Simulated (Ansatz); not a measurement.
System: CH7FNSi2 (charge 0, doublet). It need not be the lowest isomer of its formula. SMILES: [SiH3][N][Si@H](C)F
Coordinates optimised at B3LYP-D3(BJ)/def2-TZVP (Ansatz, a program for electronic structure):
```xyz
12

Si     0.8452     0.4256    -0.4315
C      2.3013    -0.6479     0.0056
F      0.8145     1.6544     0.6107
N     -0.5685    -0.5208    -0.4229
Si    -2.1354    -0.6847     0.2640
H      0.9327     1.0322    -1.7776
H      2.4187    -1.4500    -0.7237
H      3.2127    -0.0470     0.0193
H      2.1710    -1.0939     0.9930
H     -2.2577    -0.1420     1.6390
H     -2.5424    -2.1086     0.2693
H     -3.0311     0.0801    -0.6443
```
Charge 0, spin multiplicity 2.

Parts of the frozen-core correlation energy in STO-3G (Ansatz, hartree). Frozen orbitals: 13; correlated occupied orbitals by spin: 16 and 15; virtual: 11 and 12. UHF or UKS for open shells. No spin-orbit coupling. No relativistic terms.

| term | value |
|---|---|
| reference (HF) | -764.49633 |
| MP2 opposite-spin | (withheld) |
| MP2 same-spin | (withheld) |
| CCSD correlation | -0.22447 |
| (T) | (withheld) |
| T1 diagnostic | 0.010 |
| largest doubles amplitude | 0.039 |
| <S^2> of the reference | 0.760 |

Some entries are withheld; supply them.


- MP2 opposite-spin, value: -0.14824
- MP2 same-spin, value: -0.01878
- (T), value: -0.00420
